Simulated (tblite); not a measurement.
Species: C₆H₉BrF₂Si.
Numbering: `[F:1][C@@H:2]1[CH:3]=[CH:4][SiH2:5][CH2:6][C@@H:7]([F:8])[C@H:9]1[Br:10]` (hydrogens: H11 on C2; H12 on C3; H13 on C4; H14, H15 on Si5; H16, H17 on C6; H18 on C7; H19 on C9)

Computed with GFN2-xTB (tblite), gas phase: L-BFGS steps from a force-field or distance-geometry start until the largest atomic force falls under 0.01 eV/Å.

The end geometry, which sets the zero of energy:
```
atom  x, y, z in Å
F1      0.6059    1.1181    1.6747
C2      1.3564    0.7680    0.5617
C3      0.8968    1.5579   -0.6347
C4     -0.3612    1.6212   -1.0484
Si5    -1.7897    0.6360   -0.3095
C6     -1.1946   -1.1737   -0.2237
C7     -0.0643   -1.3849    0.7575
F8      0.1547   -2.7475    0.9156
C9      1.2883   -0.7621    0.4126
Br10    1.8876   -1.2373   -1.3845
H11     2.3889    1.0508    0.8067
H12     1.6847    2.1060   -1.1346
H13    -0.5681    2.2476   -1.9050
H14    -2.1533    1.1144    1.0244
H15    -2.9157    0.6903   -1.2437
H16    -2.0167   -1.8174    0.0935
H17    -0.8839   -1.5278   -1.2087
H18    -0.3475   -1.0269    1.7571
H19     2.0219   -1.2235    1.0815
```

Task: These geometries come from the run, each turned onto the end geometry. Order them by energy, lowest first.
A.
```
atom  x, y, z in Å
F1      0.6615    1.1157    1.7027
C2      1.3765    0.7640    0.5653
C3      0.9011    1.5799   -0.6089
C4     -0.3523    1.6179   -1.0412
Si5    -1.7901    0.6146   -0.3443
C6     -1.2050   -1.1951   -0.2181
C7     -0.0687   -1.3756    0.7625
F8      0.1522   -2.7333    0.9575
C9      1.2833   -0.7640    0.3951
Br10    1.8464   -1.2195   -1.4167
H11     2.4210    1.0249    0.7852
H12     1.6729    2.1727   -1.0847
H13    -0.5616    2.2703   -1.8785
H14    -2.1839    1.1078    0.9769
H15    -2.9005    0.6693   -1.2963
H16    -2.0296   -1.8209    0.1285
H17    -0.9042   -1.5915   -1.1901
H18    -0.3510   -0.9858    1.7508
H19     2.0222   -1.2421    1.0468
```
B.
```
atom  x, y, z in Å
F1      0.9813    1.1237    1.7529
C2      1.4592    0.7421    0.4982
C3      0.8486    1.6078   -0.5793
C4     -0.4195    1.6394   -0.9867
Si5    -1.8625    0.5965   -0.3995
C6     -1.2103   -1.1760   -0.2388
C7     -0.0820   -1.3663    0.7559
F8      0.1029   -2.7342    0.9358
C9      1.3016   -0.7907    0.4348
Br10    1.9989   -1.4429   -1.2702
H11     2.5413    0.9605    0.5261
H12     1.5575    2.3180   -0.9925
H13    -0.6718    2.3651   -1.7474
H14    -2.3300    1.0867    0.8895
H15    -2.9038    0.6418   -1.4184
H16    -2.0367   -1.7914    0.1207
H17    -0.9134   -1.5785   -1.2104
H18    -0.3651   -0.9776    1.7457
H19     1.9940   -1.2148    1.1761
```
C.
```
atom  x, y, z in Å
F1      0.9250    1.1409    1.7235
C2      1.4440    0.7377    0.4977
C3      0.8667    1.6022   -0.5864
C4     -0.3991    1.6572   -0.9815
Si5    -1.8337    0.5971   -0.3764
C6     -1.2123   -1.1970   -0.2314
C7     -0.0883   -1.3565    0.7627
F8      0.1214   -2.7128    0.9803
C9      1.2812   -0.7824    0.4178
Br10    1.9319   -1.3730   -1.3225
H11     2.5226    0.9376    0.5486
H12     1.5881    2.2780   -1.0227
H13    -0.6140    2.3930   -1.7451
H14    -2.3355    1.0797    0.9114
H15    -2.8856    0.6220   -1.3891
H16    -2.0186   -1.8560    0.0987
H17    -0.8892   -1.5826   -1.1994
H18    -0.3772   -0.9612    1.7456
H19     1.9626   -1.2148    1.1607
```
D.
```
atom  x, y, z in Å
F1      0.7851    1.1123    1.7202
C2      1.4135    0.7436    0.5383
C3      0.8853    1.5825   -0.5947
C4     -0.3792    1.6436   -0.9912
Si5    -1.8128    0.5962   -0.3594
C6     -1.1945   -1.1995   -0.2337
C7     -0.0845   -1.3482    0.7799
F8      0.1057   -2.6963    1.0524
C9      1.2801   -0.7802    0.3956
Br10    1.8339   -1.2693   -1.4060
H11     2.4752    0.9828    0.6852
H12     1.6351    2.2019   -1.0685
H13    -0.5985    2.3388   -1.7908
H14    -2.2606    1.0474    0.9598
H15    -2.8681    0.6370   -1.3716
H16    -2.0138   -1.8479    0.0812
H17    -0.8532   -1.5757   -1.2003
H18    -0.3697   -0.8989    1.7426
H19     2.0112   -1.2607    1.0535
```
E.
```
atom  x, y, z in Å
F1      0.7146    1.1093    1.7070
C2      1.3968    0.7518    0.5525
C3      0.8960    1.5800   -0.6006
C4     -0.3626    1.6269   -1.0178
Si5    -1.8025    0.6038   -0.3530
C6     -1.2004   -1.2002   -0.2279
C7     -0.0748   -1.3609    0.7699
F8      0.1281   -2.7113    1.0259
C9      1.2841   -0.7739    0.3870
Br10    1.8447   -1.2354   -1.4232
H11     2.4476    1.0068    0.7503
H12     1.6639    2.1855   -1.0652
H13    -0.5769    2.2949   -1.8416
H14    -2.2314    1.0744    0.9648
H15    -2.8946    0.6649   -1.3251
H16    -2.0169   -1.8400    0.1106
H17    -0.8901   -1.5827   -1.2031
H18    -0.3568   -0.9323    1.7436
H19     2.0216   -1.2524    1.0384
```

Result: A (0.004 eV), E (0.009 eV), D (0.016 eV), C (0.053 eV), B (0.099 eV).

In the order of the answer:

```json
{"step": "46", "E above end (eV)": "0.004", "largest force (eV/Å)": "0.08", "rms force component (eV/Å)": "0.020", "rms distance from end (Å)": "0.046", "rms bond change (Å)": "0.001", "bond most changed (Å)": "C9–Br10 -0.002"}
{"step": "38", "E above end (eV)": "0.009", "largest force (eV/Å)": "0.11", "rms force component (eV/Å)": "0.025", "rms distance from end (Å)": "0.073", "rms bond change (Å)": "0.001", "bond most changed (Å)": "C9–Br10 -0.003"}
{"step": "28", "E above end (eV)": "0.016", "largest force (eV/Å)": "0.07", "rms force component (eV/Å)": "0.024", "rms distance from end (Å)": "0.106", "rms bond change (Å)": "0.002", "bond most changed (Å)": "C9–Br10 -0.006"}
{"step": "11", "E above end (eV)": "0.053", "largest force (eV/Å)": "0.16", "rms force component (eV/Å)": "0.056", "rms distance from end (Å)": "0.156", "rms bond change (Å)": "0.003", "bond most changed (Å)": "C2–C9 -0.008"}
{"step": "4", "E above end (eV)": "0.099", "largest force (eV/Å)": "0.39", "rms force component (eV/Å)": "0.100", "rms distance from end (Å)": "0.179", "rms bond change (Å)": "0.006", "bond most changed (Å)": "Si5–C6 -0.012"}
```

The cost below is that of the whole relaxation. Hardware: one thread of an Intel Xeon at 2.50 GHz, no GPU, shared host with 64 logical CPUs at a one-minute load of 63. Cost: 2.8 s of wall time.
